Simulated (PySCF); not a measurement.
# Vibration and rotation of MgBr

UHF-CCSD(T) constants of MgBr, ²Σ⁺ (doublet), unpaired electrons σ ↑ (Mg cc-pVDZ, Br cc-pVDZ-PP with ECP10; scalar-relativistic core potentials (PySCF 2.14); masses 23.9850 and 78.9183 u):

* ωe: 377.6 cm⁻¹
* ωexe: 1.3 cm⁻¹
* Be: 0.16213 cm⁻¹
* αe: 0.000825 cm⁻¹
* De to Mg + Br: 2.50 eV

What force constant and bond length do these constants imply?

Reduced mass μred = 18.395 u; k = 5.8918×10⁻⁷·μred·ωe² (u, cm⁻¹, mdyn/Å) = 1.55 mdyn/Å; Re = √(16.8576/(μred·Be)) (u, cm⁻¹, Å) = 2.378 Å.

Estimate the centrifugal constant D from the Kratzer relation and find the Dunham coefficient a1.

D = 4Be³/ωe² = 1.2e-07 cm⁻¹; a1 = −1 − αeωe/(6Be²) = -2.98.

Correlated steps freeze 5 core orbitals. Correlated levels converge slowly with the basis: in double zeta they bind strong bonds too weakly, by up to about 1 eV, and carry superposition errors of some tenths. Spin–orbit coupling is left out. The state was picked by a PBE0 search and need not be the measured ground state.
